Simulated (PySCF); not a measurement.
# AsF, CCSD(T): how much the basis matters

PySCF, UHF reference; triplet, unpaired electrons π ↑↑; De to As + F without counterpoise correction. Frozen cores follow the default of each basis and core potential.

| basis | relativity | functions | Re (Å) | ωe (cm⁻¹) | De (eV) | frozen orbitals |
| --- | --- | --- | --- | --- | --- | --- |
| def2-SVP | no relativity | 46 | 1.761 | 688 | 3.46 | 10 |
| def2-TZVPP | no relativity | 79 | 1.743 | 694 | 3.95 | 10 |
| def2-TZVPPD | no relativity | 94 | 1.748 | 685 | 4.02 | 10 |

Problem. How does each smaller set differ from the one with most functions, def2-TZVPPD?

Solution. def2-SVP: +1.3 pm, +0.4 % in ωe, -0.56 eV in De; def2-TZVPP: -0.5 pm, +1.3 % in ωe, -0.07 eV in De. All at CCSD(T); the set with most functions is neither the basis-set limit nor always the best.

Correlated steps freeze 10 core orbitals. Correlated levels converge slowly with the basis: in double zeta they bind strong bonds too weakly, by up to about 1 eV, and carry superposition errors of some tenths. Spin–orbit coupling is left out. The state is the lowest determinant that a PBE0 search found; another state may lie lower at other levels.
